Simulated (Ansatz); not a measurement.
Stepwise reaction of `N[SiH](N)F` with hydrogen fluoride, as a gas-phase model of exchange steps in deposition or etching. ΔE in kJ/mol; ΔG adds harmonic PBE0-D4 terms to CCSD(T)/CBS, at 1 bar.

Computed with Ansatz on PBE0-D4/def2-TZVP structures; ΔE is electronic, products minus reactants. CCSD(T)/CBS is the MP2 limit (def2-TZVPP, def2-QZVPP) plus CCSD(T) − MP2 in def2-TZVPP, frozen cores. This one scheme is used for every species. DFT in def2-TZVPP. B3LYP here is the variant with VWN-RPA as its local correlation; programs differ in this. One conformer a species, not always the lowest.

```json
{"step": "1", "reaction": "`N[SiH](N)F` + H–F → `N[SiH](F)F` + NH₃", "PBE-D4": "-80.0", "B3LYP-D4": "-85.7", "ωB97M-V": "-85.2", "CCSD(T)/CBS": "-82.7", "ΔG(400 K)": "-84.9"}
{"step": "2", "reaction": "`N[SiH](F)F` + H–F → `F[SiH](F)F` + NH₃", "PBE-D4": "-78.0", "B3LYP-D4": "-82.8", "ωB97M-V": "-82.2", "CCSD(T)/CBS": "-81.9", "ΔG(400 K)": "-73.7"}
```

(1) By hand: ΔE of the 2 steps together at CCSD(T)/CBS.

Answers

(1) (-82.7) + (-81.9) = -164.6 kJ/mol, or -82.3 kJ/mol a step.

In ΔE the steps differ by no more than 0.8 kJ/mol. All are downhill at CCSD(T)/CBS. ΔG lies between -84.9 and -73.7 kJ/mol a step. PBE-D4 differs from CCSD(T)/CBS by 2.7 to 3.9 kJ/mol a step. Isolated molecules leave out the surface, adducts and barriers. Largest T1 diagnostic: 0.012.
